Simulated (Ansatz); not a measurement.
System: CH2O, charge 0, multiplicity 1. 
Structure (B3LYP-D3(BJ)/def2-TZVP (Ansatz, an electronic-structure program) minimum search):
```xyz
4

C      0.0143    -0.0006    -0.7408
O      0.0072     0.0056     0.5677
H      0.8875     0.2601     0.8874
H     -1.0303    -0.3017    -0.9843
```

Wanted: atomisation energy (electronic, to ground-state atoms), in kcal/mol. Valence correlation only, unless marked. Open shells are spin-unrestricted. Spin-orbit coupling is left out. No relativistic terms. The coupled-cluster limit lacks core correlation, which all-electron functionals hold. CBS(X,Y): correlation extrapolated as X^-3; Hartree-Fock from the larger set.

The Hartree-Fock reference is unstable (checked in the largest basis), which strains HF and MP2. 

| level | program | atomisation energy (kcal/mol) |
|---|---|---|
| r2SCANh/def2-TZVPD | Ansatz | ___ |
| LC-wPBE/def2-TZVPD | Ansatz | 318.5 |
| PBE-QIDH/def2-TZVPD | Ansatz | 312.9 |
| CCSD/def2-SVP | Ansatz | ___ |
| CCSD(T)/CBS(aug-cc-pVTZ,aug-cc-pVQZ) | Ansatz | 321.8 |

Question: Complete the blanks.

Answer: 
- r2SCANh/def2-TZVPD, atomisation energy (kcal/mol): 314.5
- CCSD/def2-SVP, atomisation energy (kcal/mol): 298.1
